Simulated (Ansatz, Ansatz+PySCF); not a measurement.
```csv
atom,x (Å),y (Å),z (Å)
Cu,-0.0420,-0.0203,-0.0312
H,-0.0469,-0.0052,1.4103
```

Basis set: def2-SVP (spherical functions). Frozen core: 5 orbitals. Charge 0, multiplicity 1.

Computed with Ansatz (development build ahead of 0.2.0); each method stands on the lowest determinant of its kind that the runs found. Restricted open shells among the atoms or ions are ROHF, correlated in semicanonical orbitals with singles. Restricted functionals stand beside restricted open-shell atoms, which can lie above the unrestricted atoms usual in DFT and then raise those values.

The atomization energy at this shape (free ground-state atoms in the same class of orbitals less the molecule, no zero-point energy) of singlet CuH:

```tsv
method	atomization energy
ωB97X (restricted)	67.01 kcal/mol
r²SCAN (restricted)	68.65 kcal/mol
PBE (restricted)	68.30 kcal/mol
RHF-MP2	55.77 kcal/mol
RHF-CCSD(T)	58.50 kcal/mol
RHF	29.84 kcal/mol
```

Q: What does PBE0 (restricted) give?

A: 61.26 kcal/mol.
